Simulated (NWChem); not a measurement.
# Si₂NH₅ClF; SMILES N[Si@@](F)([SiH3])Cl

```xyz
10

N      1.3778     0.3990     1.3255
Si     0.3207     0.1180     0.0196
F      1.0131     0.3517    -1.4370
Si    -0.5590    -2.0418     0.0358
Cl    -1.1699     1.5412     0.1470
H      1.5744     1.3390     1.6519
H      2.1233    -0.2498     1.5505
H     -1.4116    -2.2205     1.2485
H     -1.3787    -2.2687    -1.1907
H      0.5545    -3.0403     0.0735
```
Atoms are numbered in this order, from 1.

All runs use the structure optimised with PBE0/def2-SVP. B3LYP is NWChem's, with the RPA form of VWN correlation.

**Question.** Give the principal values of the shielding tensors (ppm) of N1, Si2, F3, Si4, Cl5 from B3LYP/6-311G** (spherical d), GIAO (NWChem), with their diamagnetic and paramagnetic parts as GIAO splits them.

**Answer.** 
| atom | σ11 | σ22 | σ33 | isotropic | diamagnetic | paramagnetic |
|---|---|---|---|---|---|---|
| N1 | 184.5 | 201.3 | 263.1 | 216.3 | 320.4 | -104.0 |
| Si2 | 321.4 | 326.5 | 363.8 | 337.3 | 879.6 | -542.3 |
| F3 | 208.1 | 259.3 | 314.1 | 260.5 | 474.2 | -213.6 |
| Si4 | 441.0 | 452.7 | 455.6 | 449.8 | 881.2 | -431.4 |
| Cl5 | 720.6 | 832.2 | 1032.9 | 861.9 | 1148.3 | -286.3 |
